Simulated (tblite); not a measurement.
Compound: C3H10OSeSi2.
Numbering: `[OH:1][CH2:2][C@@H:3]1[CH2:4][Si@H:5]1[Se:6][SiH3:7]` (hydrogens: H8 on O1; H9, H10 on C2; H11 on C3; H12, H13 on C4; H14 on Si5; H15, H16, H17 on Si7)

Computed with GFN2-xTB (tblite), gas phase: L-BFGS steps from a force-field or distance-geometry start until the largest atomic force falls under 0.01 eV/Å.

Step 122: E = -604.4672 eV
```
atom  x, y, z in Å  |  force x, y, z in eV/Å
O1     -2.2589   -0.3457    1.8311   -0.011  -0.039  -0.021
C2     -2.6175    0.2917    0.6252   -0.002  -0.001  -0.008
C3     -1.4550    0.3844   -0.3324   -0.001  -0.006   0.000
C4     -0.7832   -0.9498   -0.7190    0.019  -0.004   0.011
Si5     0.2708    0.1591    0.3866   -0.002   0.002   0.031
Se6     1.9660    1.3207   -0.6203    0.011   0.009   0.004
Si7     3.8060    0.4608    0.4128    0.020  -0.011  -0.005
H8     -2.0905   -1.2761    1.6468   -0.008   0.029   0.002
H9     -2.9518    1.2917    0.9133    0.020  -0.005  -0.009
H10    -3.4647   -0.2292    0.1516    0.007   0.005   0.014
H11    -1.6403    1.0649   -1.1545   -0.005  -0.003   0.001
H12    -1.2537   -1.8466   -0.3360   -0.005   0.013   0.000
H13    -0.5419   -1.0546   -1.7684   -0.002   0.007   0.007
H14     0.5503   -0.1630    1.7743    0.005  -0.003  -0.016
H15     4.7482    1.5674    0.5216   -0.036  -0.033  -0.009
H16     4.3293   -0.6250   -0.4105   -0.013   0.021   0.018
H17     3.3800   -0.0387    1.7177    0.003   0.018  -0.020
```

Step 123: E = -604.4674 eV
```
atom  x, y, z in Å  |  force x, y, z in eV/Å
O1     -2.2607   -0.3486    1.8302   -0.010  -0.032  -0.025
C2     -2.6192    0.2894    0.6245   -0.004   0.000  -0.010
C3     -1.4562    0.3849   -0.3322   -0.005  -0.002   0.005
C4     -0.7810   -0.9471   -0.7180    0.028  -0.007   0.009
Si5     0.2692    0.1636    0.3897   -0.004  -0.007   0.043
Se6     1.9657    1.3258   -0.6132    0.015   0.012  -0.002
Si7     3.8068    0.4584    0.4122    0.029  -0.010  -0.017
H8     -2.0914   -1.2783    1.6439   -0.005   0.021   0.007
H9     -2.9554    1.2887    0.9123    0.018   0.000  -0.003
H10    -3.4653   -0.2326    0.1504    0.006   0.005   0.009
H11    -1.6430    1.0640   -1.1552   -0.004   0.003   0.004
H12    -1.2503   -1.8458   -0.3382   -0.005   0.011   0.001
H13    -0.5372   -1.0482   -1.7671    0.000  -0.001   0.003
H14     0.5488   -0.1594    1.7778   -0.001   0.000  -0.027
H15     4.7555    1.5609    0.5094   -0.039  -0.035  -0.009
H16     4.3213   -0.6338   -0.4092   -0.022   0.030   0.027
H17     3.3855   -0.0300    1.7224    0.002   0.012  -0.015
```

Step 124: E = -604.4678 eV
```
atom  x, y, z in Å  |  force x, y, z in eV/Å
O1     -2.2649   -0.3537    1.8281   -0.005  -0.026  -0.025
C2     -2.6228    0.2853    0.6228   -0.004  -0.001  -0.012
C3     -1.4582    0.3862   -0.3313   -0.005   0.003   0.012
C4     -0.7769   -0.9423   -0.7164    0.035  -0.007   0.005
Si5     0.2664    0.1706    0.3959   -0.009  -0.013   0.047
Se6     1.9656    1.3353   -0.5994    0.015   0.015  -0.010
Si7     3.8086    0.4547    0.4112    0.028  -0.007  -0.024
H8     -2.0912   -1.2818    1.6389   -0.003   0.015   0.012
H9     -2.9637    1.2829    0.9100    0.018   0.005   0.006
H10    -3.4661   -0.2397    0.1472    0.002   0.003  -0.002
H11    -1.6468    1.0641   -1.1550   -0.001   0.007   0.009
H12    -1.2446   -1.8441   -0.3425   -0.004   0.010   0.004
H13    -0.5287   -1.0373   -1.7650    0.003  -0.012  -0.003
H14     0.5457   -0.1526    1.7844   -0.008   0.000  -0.033
H15     4.7686    1.5487    0.4853   -0.034  -0.029  -0.008
H16     4.3037   -0.6500   -0.4059   -0.027   0.031   0.030
H17     3.3983   -0.0142    1.7314   -0.001   0.004  -0.009
```

**Question.** Estimate the geometry and energy of step 125. (The exact step hangs on the optimiser's Hessian estimate; all steps are aligned on step 124, rigid shifts and turns removed.)

**Answer.** E = -604.4681 eV, largest force 0.042 eV/Å
```
atom  x, y, z in Å  |  force x, y, z in eV/Å
O1     -2.2684   -0.3581    1.8261   -0.003  -0.009  -0.018
C2     -2.6263    0.2807    0.6207   -0.002  -0.002  -0.012
C3     -1.4598    0.3878   -0.3305   -0.001   0.007   0.015
C4     -0.7723   -0.9374   -0.7156    0.031  -0.003   0.002
Si5     0.2640    0.1771    0.4018   -0.013  -0.011   0.037
Se6     1.9658    1.3457   -0.5854    0.009   0.016  -0.014
Si7     3.8102    0.4514    0.4105    0.016  -0.004  -0.022
H8     -2.0894   -1.2846    1.6353    0.000   0.001   0.012
H9     -2.9729    1.2765    0.9072    0.020   0.006   0.011
H10    -3.4659   -0.2484    0.1438   -0.002   0.003  -0.013
H11    -1.6500    1.0659   -1.1538    0.003   0.005   0.013
H12    -1.2393   -1.8418   -0.3470   -0.001   0.009   0.007
H13    -0.5205   -1.0277   -1.7637    0.007  -0.016  -0.005
H14     0.5422   -0.1459    1.7903   -0.010  -0.003  -0.027
H15     4.7815    1.5358    0.4610   -0.025  -0.021  -0.007
H16     4.2824   -0.6663   -0.4016   -0.024   0.023   0.025
H17     3.4119    0.0012    1.7406   -0.003   0.000  -0.006
```

The energy changes by -0.0003 eV. The first-order estimate −F·Δx gives -0.0004 eV and the mean of the old and new forces, exact on a quadratic surface, -0.0003 eV. The step makes an angle of 87° with the force vector and moves no atom by more than 0.030 Å.

What follows is the cost of the whole relaxation. Hardware: an Arm Neoverse N1 with one thread (shared host). Cost: 2.3 s of wall time.
